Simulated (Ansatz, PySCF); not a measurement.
This Ansatz (a first-principles code) input computes a SVWN5/def2-TZVPD energy:

Ansatz 0.2 input:
```yaml
crystal:
  periodic: [false, false, false]
  atoms:
    - {symbol: B, position_ang: [-0.18160485, 0.04370785, -0.03515311]}
    - {symbol: F, position_ang: [-0.39392446, 1.29114953, -0.24090304]}
    - {symbol: F, position_ang: [-0.97782706, -0.96100242, -0.02462587]}
    - {symbol: O, position_ang: [1.22471934, -0.29476005, 0.23706800]}
    - {symbol: H, position_ang: [1.93393679, 0.37835662, 0.25821817]}
    - {symbol: H, position_ang: [1.52209645, -1.21013946, 0.41076358]}
basis:
  gaussian:
    orbitals: def2-TZVPD
hamiltonian:
  xc: {name: SVWN5}
total_charge: 1
output: {forces: true}
```

**Question.** Write an input for the same energy in PySCF and say what it gives.

**Answer.** 
```python
from pyscf import gto, scf, dft

mol = gto.M(
    atom='''
    B    -0.18160485    0.04370785   -0.03515311
    F    -0.39392446    1.29114953   -0.24090304
    F    -0.97782706   -0.96100242   -0.02462587
    O     1.22471934   -0.29476005    0.23706800
    H     1.93393679    0.37835662    0.25821817
    H     1.52209645   -1.21013946    0.41076358
    ''',
    basis='def2-tzvpd',
    charge=1,
    spin=0,
    verbose=4,
)

mf = dft.RKS(mol, xc='svwn').density_fit(auxbasis='def2-universal-jkfit')
mf.grids.level = 3
mf.conv_tol = 1e-9
mf.max_cycle = 100
mf.max_memory = 1500
mf.kernel()
if not mf.converged:
    mf = mf.newton()
    mf.kernel(mf.make_rdm1())
mf.analyze()
```
It gives -298.85854 Eh, and Ansatz -298.85847 Eh, a difference of 0.07 mEh, from the treatment of integrals and grids.

It need not be the lowest isomer of its formula.
